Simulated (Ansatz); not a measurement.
`B[Si](C)(C)C`. The species carries charge 0 and has multiplicity 1. The geometry is a stationary point of PBE0-D4/def2-TZVP.

```xyz
16

B     1.103   -1.704   -0.592
Si    0.011   -0.100   -0.054
C     1.172    0.955    0.999
C    -1.488   -0.570    0.978
C    -0.550    0.909   -1.538
H     1.789   -1.703   -1.576
H     1.161   -2.691    0.087
H     0.648    1.856    1.333
H     2.053    1.270    0.435
H     1.512    0.417    1.887
H    -2.189   -1.185    0.407
H    -2.026    0.321    1.314
H    -1.192   -1.139    1.863
H    -1.225    0.335   -2.179
H    -1.082    1.810   -1.219
H     0.303    1.218   -2.147
```

(1) What is the dipole moment at r2SCAN/def2-TZVPP? (An estimate is asked.)

(2) And with PBE, B3LYP, ωB97M-V? (Best estimate.)

(3) Give the Mulliken charges with r2SCAN, B3LYP, ωB97M-V in def2-TZVPP. (Best estimate.)

Results:

(1) The calculation gave: 0.61 D, with components (-0.30, 0.49, 0.18) D in this frame, pointing from negative to positive charge.

(2) The calculation gave: PBE 0.66 D, B3LYP 0.52 D, ωB97M-V 0.50 D.

(3) Ansatz gave: 
```
atom  r2SCAN  B3LYP  ωB97M-V
  B1   -0.08  -0.10    -0.19
 Si2    0.42   0.38     0.35
  C3   -0.33  -0.41    -0.47
  C4   -0.31  -0.39    -0.45
  C5   -0.31  -0.39    -0.45
  H6    0.01   0.05     0.09
  H7    0.01   0.05     0.09
  H8    0.07   0.09     0.12
  H9    0.07   0.10     0.12
 H10    0.07   0.10     0.12
 H11    0.06   0.09     0.11
 H12    0.06   0.09     0.11
 H13    0.07   0.09     0.11
 H14    0.06   0.09     0.11
 H15    0.06   0.09     0.11
 H16    0.07   0.09     0.11
```

B3LYP here is the variant with VWN-RPA as its local correlation; programs differ in this.
